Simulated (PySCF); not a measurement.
**²⁹Si chemical shifts**

[PySCF 2.14.0 with density-fitted response routines: GIAO PBE0/pcSseg-1 shieldings; geometry from GFN2-xTB; a single conformation; fast rotation and ring inversion assumed for equivalent nuclei; gas phase; no relativistic terms]

Shieldings were converted by a linear fit to measured shifts: ²⁹Si (scatter 8.9 ppm rms, 25.8 ppm with the 6 outliers that the fit left out vs TMS, solution or neat liquid). A few per cent of atoms miss by over 2 rms, more outside the fitted compound classes.

Give the ²⁹Si shifts of `CO[C@@H](C#N)[SiH2]C=C=O`, `CN[SiH2][SiH2]c1ccccn1`, `[SiH3]Cc1cncn1[SiH3]`, `N#C/C([SiH3])=C(/C[SiH3])[SiH2]F`, `O=CC#CC#C[SiH2]O`, `C=C[Si@@H]1N(C)C[Si@@H]1N`, `C=Cc1nocc1O[SiH3]`, `C[SiH2]/C=C(\C#N)OC=O`, `CC[Si@@H](Cl)SCS[SiH3]`.

Results:


```
                                                          compound                                               environment  δ (ppm)
                                          CO[C@@H](C#N)[SiH2]C=C=O                                silicon bonded to 2 C, 2 H    -37.9
[CH3:1][NH:2][SiH2:3][SiH2:4][c:5]1[cH:6][cH:7][cH:8][cH:9][n:10]1                         Si3: silicon bonded to N, Si, 2 H    -46.6
[CH3:1][NH:2][SiH2:3][SiH2:4][c:5]1[cH:6][cH:7][cH:8][cH:9][n:10]1                         Si4: silicon bonded to C, Si, 2 H    -64.0
              [SiH3:1][CH2:2][c:3]1[cH:4][n:5][cH:6][n:7]1[SiH3:8]                             Si8: silicon bonded to N, 3 H    -55.4
              [SiH3:1][CH2:2][c:3]1[cH:4][n:5][cH:6][n:7]1[SiH3:8]                             Si1: silicon bonded to C, 3 H    -62.9
  [N:1]#[C:2]/[C:3]([SiH3:4])=[C:5](/[CH2:6][SiH3:7])[SiH2:8][F:9]                          Si8: silicon bonded to C, F, 2 H    -16.8
  [N:1]#[C:2]/[C:3]([SiH3:4])=[C:5](/[CH2:6][SiH3:7])[SiH2:8][F:9]                             Si7: silicon bonded to C, 3 H    -62.8
  [N:1]#[C:2]/[C:3]([SiH3:4])=[C:5](/[CH2:6][SiH3:7])[SiH2:8][F:9]                             Si4: silicon bonded to C, 3 H    -71.3
                                                  O=CC#CC#C[SiH2]O                               silicon bonded to C, O, 2 H    -49.0
    [CH2:1]=[CH:2][Si@@H:3]1[N:4]([CH3:5])[CH2:6][Si@@H:7]1[NH2:8]  Si3: silicon bonded to C, N, Si, H, in a 4-membered ring    -11.7
    [CH2:1]=[CH:2][Si@@H:3]1[N:4]([CH3:5])[CH2:6][Si@@H:7]1[NH2:8]  Si7: silicon bonded to C, N, Si, H, in a 4-membered ring    -25.0
                                                 C=Cc1nocc1O[SiH3]                                  silicon bonded to O, 3 H    -35.1
                                             C[SiH2]/C=C(\C#N)OC=O                                silicon bonded to 2 C, 2 H    -50.8
          [CH3:1][CH2:2][Si@@H:3]([Cl:4])[S:5][CH2:6][S:7][SiH3:8]                        Si3: silicon bonded to C, Cl, S, H      7.6
          [CH3:1][CH2:2][Si@@H:3]([Cl:4])[S:5][CH2:6][S:7][SiH3:8]                             Si8: silicon bonded to S, 3 H    -52.2
```
